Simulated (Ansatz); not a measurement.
```yaml
crystal:
  periodic: [false, false, false]
  atoms:
    - {symbol: C, position_ang: [1.531813, -1.594964, 0.835368]}
    - {symbol: C, position_ang: [0.736019, -0.154107, 1.072345]}
    - {symbol: C, position_ang: [0.090150, 0.915306, -0.294417]}
    - {symbol: O, position_ang: [0.899199, 0.706898, -1.795357]}
    - {symbol: F, position_ang: [0.262105, 2.591133, 0.224419]}
    - {symbol: In, position_ang: [-2.614922, 0.446215, -0.673948]}
    - {symbol: H, position_ang: [1.779651, -2.068973, -0.410728]}
    - {symbol: H, position_ang: [1.940096, -2.351250, 1.881114]}
    - {symbol: H, position_ang: [0.467173, 0.292395, 2.326407]}
    - {symbol: H, position_ang: [2.093113, 0.706858, -1.590282]}
    - {symbol: H, position_ang: [-3.253422, -0.414121, -2.538428]}
    - {symbol: H, position_ang: [-3.930989, 0.924622, 0.963508]}
basis:
  gaussian: {orbitals: ANO-RCC-VTZP, fitting: {mean_field: cc-pVTZ-jkfit}}
hamiltonian: {xc: {name: SVWN5}}
output: {forces: true}
```

```sh
$ ansatz run in.yaml --threads 4 --pin off --events-out ev --progress --plain --max-ram 10444MiB
```

Task: How does Ansatz answer? (An estimate is asked.)

Result: Ansatz gave: The program refused the input.
```
Functional definition: SVWN5
Error: <dir> the basis set cc-pVTZ-JKFIT has no functions for In
```
